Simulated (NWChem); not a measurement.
C$_{3}$H$_{4}$F$_{2}$; SMILES C=CC(F)F

```xyz
9

C     -0.0332     1.9036     0.2262
C      0.6469     0.8315    -0.1721
C      0.0206    -0.5116    -0.3964
F      0.7283    -1.4676     0.2892
F     -1.2697    -0.5383     0.0519
H     -1.0995     1.8546     0.4237
H      0.4559     2.8622     0.3713
H      1.7147     0.8727    -0.3767
H      0.0108    -0.8122    -1.4520
```
Atoms are numbered in this order, from 1.

All runs: NWChem. Pople sets run with spherical d functions. Coordinates come from a B3LYP/6-31G* (spherical d) optimisation. B3LYP is NWChem's, with the RPA form of VWN correlation. Level: B3LYP/6-31G* with SMD (1 M gas to 1 M solution), gas-phase geometry.

Estimate the computed values for solvent water. Quantities: solvation free energy (kcal/mol); cavity-dispersion-structure term (kcal/mol); dipole in solution (D).


```
Item                                         Value
-------------------------------------------  -----
solvation free energy (kcal/mol)               0.1
cavity-dispersion-structure term (kcal/mol)    4.1
dipole in solution (D)                        2.36
```
